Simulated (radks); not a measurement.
The numbers below are computed, except where a source is named.
Task: Species: Os72+. Configuration: [He] 2s2. Level of theory: scalar-relativistic Kohn-Sham, PBE, spin-polarised, spherical densities, finite nucleus; Fermi nuclear charge, rms radius 5.4126 fm (a radial shooting solver on a logarithmic mesh with Libxc functionals). Some entries of the table are withheld. Estimate them.

| orbital | occ. | eigenvalue (hartree) | <1/r> (bohr^-1) | <r^2> (bohr^2) |
|---|---|---|---|---|
| 1s | 2 | -3042.829 | 90.66 | 0.0004299 |
| 2s | 2 | (1) | (2) | 0.006089 |
| 2p | 0 | -698.8877 | 19.96 | 0.004923 |
| 3s | 0 | -322.4902 | 9.374 | 0.03198 |
| 3d | 0 | -296.4641 | 8.335 | 0.02267 |

Result: 
(1) 2s eigenvalue (hartree): -753.0837
(2) 2s <1/r> (bohr^-1): 22.19
